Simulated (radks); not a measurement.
The numbers below are computed, except where a source is named.
Neutral osmium, 76 electrons, occupied as [Xe] 4f14 5d6 6s2 (the NIST ground configuration).

Code: a radial shooting solver on a logarithmic mesh with Libxc functionals. Model: Dirac Kohn-Sham, PBE, spin-unpolarised, spherical densities, point nucleus; open shells fill j = l - 1/2 first.

Energy parts (hartree):
total: -17281.8335
kinetic: 19623.9591
electron-nucleus: -43311.0751
Hartree: 6746.1533
exchange-correlation: -340.8707

Orbitals (lengths in bohr, moments of r in powers of bohr; <r^-3> diverges for s and p1/2; r(90%) holds 90 % of the orbital's charge):
| orbital | occ. | eigenvalue (hartree) | <r^-3> | r(90%) | <r^4> | <r^2> |
|---|---|---|---|---|---|---|
| 1s1/2 | 2 | -2710.983 | - | 0.0323 | 5.119e-07 | 0.0004332 |
| 2s1/2 | 2 | -471.7747 | - | 0.116 | 0.00007579 | 0.006582 |
| 2p1/2 | 2 | -451.6143 | - | 0.102 | 0.00004544 | 0.004684 |
| 2p3/2 | 4 | -395.3355 | 17910 | 0.113 | 0.00006780 | 0.005880 |
| 3s1/2 | 2 | -109.7678 | - | 0.284 | 0.002782 | 0.04288 |
| 3p1/2 | 2 | -100.7659 | - | 0.276 | 0.002445 | 0.03926 |
| 3p3/2 | 4 | -88.49282 | 4097 | 0.297 | 0.003286 | 0.04577 |
| 3d3/2 | 4 | -73.44543 | 711.4 | 0.270 | 0.002210 | 0.03533 |
| 3d5/2 | 6 | -70.78749 | 599.1 | 0.276 | 0.002417 | 0.03711 |
| 4s1/2 | 2 | -23.15229 | - | 0.620 | 0.06430 | 0.2106 |
| 4p1/2 | 2 | -19.37709 | - | 0.634 | 0.06965 | 0.2163 |
| 4p3/2 | 4 | -16.49445 | 963.7 | 0.682 | 0.09339 | 0.2505 |
| 4d3/2 | 4 | -10.30845 | 148.0 | 0.722 | 0.1167 | 0.2697 |
| 4d5/2 | 6 | -9.77463 | 121.9 | 0.739 | 0.1278 | 0.2823 |
| 5s1/2 | 2 | -3.34376 | - | 1.44 | 1.904 | 1.140 |
| 5p1/2 | 2 | -2.18187 | - | 1.60 | 2.873 | 1.372 |
| 4f5/2 | 6 | -1.94757 | 23.60 | 0.902 | 0.3139 | 0.3768 |
| 4f7/2 | 8 | -1.84451 | 22.46 | 0.916 | 0.3353 | 0.3884 |
| 5p3/2 | 4 | -1.73323 | 147.0 | 1.75 | 4.138 | 1.639 |
| 5d3/2 | 4 | -0.24650 | 11.01 | 2.83 | 30.29 | 3.827 |
| 6s1/2 | 2 | -0.22385 | - | 4.47 | 173.7 | 10.26 |
| 5d5/2 | 2 | -0.20846 | 8.613 | 2.98 | 38.03 | 4.233 |

The highest occupied level is 5d5/2 at -5.672 eV. Summed over all electrons, <r^2> = 66.64 bohr^2, which gives a Langevin (diamagnetic) susceptibility term of -52.8 x 10^-6 cm^3/mol.
